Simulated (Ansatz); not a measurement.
Cartesian coordinates in Å:
```
C -0.081 1.602 -0.882
C 0.066 0.526 0.181
C 1.331 0.703 1.004
N 0.018 -0.802 -0.420
Si -1.113 -1.986 -0.070
Cl -1.104 -2.523 1.900
Cl -3.020 -1.363 -0.446
Cl -0.688 -3.612 -1.214
H -0.081 2.598 -0.432
H 0.752 1.555 -1.591
H -1.010 1.471 -1.438
H -0.794 0.595 0.857
H 1.400 -0.065 1.777
H 2.217 0.624 0.366
H 1.351 1.684 1.485
H 0.756 -1.006 -1.076
```

The species carries charge 0 and has multiplicity 1.

(1) List the PBE0/def2-TZVPP orbital energies in eV (Ansatz). (Estimate.)

Answers

(1) The calculation gave: Occupied: -2767.71, -2767.55, -2767.54, -1805.34, -391.52, -279.61, -278.10, -278.10, -259.57, -259.41, -259.40, -197.85, -197.72, -197.71, -197.69, -197.68, -197.56, -197.55, -197.55, -197.54, -147.34, -102.05, -102.02, -101.97, -25.66, -23.99, -23.17, -23.01, -21.56, -19.61, -17.04, -15.60, -13.60, -13.49, -12.41, -12.24, -11.86, -11.75, -11.17, -10.95, -10.18, -10.06, -10.01, -9.91, -9.70, -9.42, -9.40, -9.01, -7.54. Lowest empty: 0.31, 0.76, 1.24, 1.68, 1.73, 1.89, 2.34, 2.52.
